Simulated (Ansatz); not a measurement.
The cluster Mg₃O₂⁺. Charge 1, multiplicity 2. Geometry PBE-D4/def2-SVP.

Cartesian coordinates in Å:
```
Mg 0.000 0.001 0.001
Mg 2.986 -1.743 1.075
Mg -2.986 1.740 -1.079
O 1.505 -0.878 0.544
O -1.505 0.880 -0.542
```

B3LYP takes the VWN-RPA correlation. At PBE-D4/def2-TZVP, r2SCAN-D4/def2-TZVP the gap within one spin of the charge 1 doublet nearly closes, so an electron or hole may be smeared out by delocalisation error. Another isomer (doublet) lies 0.36 eV lower at PBE0-D4/def2-TZVP; other spin states weren't run for this one.

Estimate the α-spin orbital energies around the gap (eV) in Ansatz with PBE-D4/def2-TZVP, r2SCAN-D4/def2-TZVP, B3LYP-D4/def2-TZVP, PBE0-D4/def2-TZVP.


```csv
orbital,PBE-D4/def2-TZVP,r2SCAN-D4/def2-TZVP,B3LYP-D4/def2-TZVP,PBE0-D4/def2-TZVP
HOMO−9,-49.44,-50.66,-52.74,-53.32
HOMO−8,-24.11,-25.21,-26.26,-26.84
HOMO−7,-23.98,-25.08,-26.13,-26.70
HOMO−6,-11.44,-11.51,-12.57,-12.78
HOMO−5,-10.90,-10.99,-11.98,-12.19
HOMO−4,-9.43,-9.59,-10.55,-10.75
HOMO−3,-9.43,-9.59,-10.55,-10.75
HOMO−2,-9.31,-9.48,-10.43,-10.64
HOMO−1,-9.31,-9.48,-10.43,-10.64
HOMO,-8.07,-8.10,-8.30,-8.28
LUMO,-7.96,-8.00,-7.84,-7.74
LUMO+1,-4.65,-4.15,-4.12,-3.85
LUMO+2,-4.39,-4.11,-3.85,-3.72
LUMO+3,-4.39,-4.11,-3.85,-3.72
LUMO+4,-4.38,-4.11,-3.84,-3.71
LUMO+5,-4.38,-4.11,-3.84,-3.71
β HOMO,-9.31,-9.50,-10.43,-10.65
β LUMO,-7.17,-6.54,-6.83,-6.37
```
